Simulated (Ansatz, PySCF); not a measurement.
Species: BCl, net charge 1, doublet state. 
Structure (B3LYP-D3(BJ)/def2-TZVP (Ansatz, a quantum-chemistry and plane-wave program) minimum search):
```
B
Cl 1 1.6002
```
Charge +1, spin multiplicity 2.

Total electronic energies in hartree. Cores are frozen in the correlated levels unless marked. UHF or UKS for open shells. No spin-orbit coupling. No relativistic terms. FCI takes restricted orbitals. Basis-set limits of correlation are two-point, X^-3; Hartree-Fock from the larger set (for Q and 5 zeta extrapolated as (X+1)exp(-9√X)).

```json
[
 {"level": "HF/cc-pV(D+d)Z", "program": "Ansatz", "energy (Eh)": "-483.81479"},
 {"level": "HF/cc-pV(5+d)Z", "program": "Ansatz", "energy (Eh)": "-483.84168"},
 {"level": "RI-HF/def2-TZVPP", "program": "Ansatz", "energy (Eh)": "-483.82755"},
 {"level": "SVWN5/def2-TZVPD", "program": "Ansatz", "energy (Eh)": "?"},
 {"level": "PBE-D4/def2-TZVPD", "program": "Ansatz + dftd4", "energy (Eh)": "-484.41729"},
 {"level": "revPBE-D3(BJ)/def2-TZVPD", "program": "Ansatz + dftd3", "energy (Eh)": "?"},
 {"level": "BP86-D4/def2-TZVPD", "program": "PySCF + dftd4", "energy (Eh)": "-484.68246"},
 {"level": "r2SCAN/def2-TZVPD", "program": "Ansatz", "energy (Eh)": "-484.60049"},
 {"level": "B3LYP/def2-TZVPD", "program": "Ansatz", "energy (Eh)": "-484.65997"},
 {"level": "TPSSh/def2-TZVPD", "program": "PySCF", "energy (Eh)": "?"},
 {"level": "CAM-B3LYP-D3(BJ)/def2-TZVPD", "program": "Ansatz + dftd3", "energy (Eh)": "-484.63591"},
 {"level": "B2PLYP/def2-TZVPD", "program": "Ansatz", "energy (Eh)": "-484.49168"},
 {"level": "MP2/6-31G", "program": "Ansatz", "energy (Eh)": "-483.80908"},
 {"level": "MP2/cc-pwCVTZ", "program": "Ansatz", "energy (Eh)": "-484.06957"},
 {"level": "SCS-MP2/6-31G", "program": "Ansatz", "energy (Eh)": "-483.80649"},
 {"level": "CCSD/6-31G", "program": "Ansatz", "energy (Eh)": "-483.82009"},
 {"level": "CCSD/6-31G*", "program": "Ansatz", "energy (Eh)": "-483.97493"},
 {"level": "CCSD/cc-pV(Q+d)Z", "program": "Ansatz", "energy (Eh)": "-484.10821"},
 {"level": "CCSD(T)/6-31G*", "program": "Ansatz", "energy (Eh)": "-483.98289"},
 {"level": "CCSD(T)/def2-SVP", "program": "Ansatz", "energy (Eh)": "-483.83934"},
 {"level": "FCI/STO-3G", "program": "Ansatz", "energy (Eh)": "-478.63646"},
 {"level": "FCI/6-31G", "program": "Ansatz", "energy (Eh)": "-483.82558"},
 {"level": "CCSD(T)/CBS(cc-pV(Q+d)Z,cc-pV(5+d)Z)", "program": "Ansatz", "energy (Eh)": "-484.1379"}
]
```

**Question.** Some entries are withheld; supply them.

**Answer.** 
- SVWN5/def2-TZVPD, energy (Eh): -482.87354
- revPBE-D3(BJ)/def2-TZVPD, energy (Eh): -484.56181
- TPSSh/def2-TZVPD, energy (Eh): -484.66395
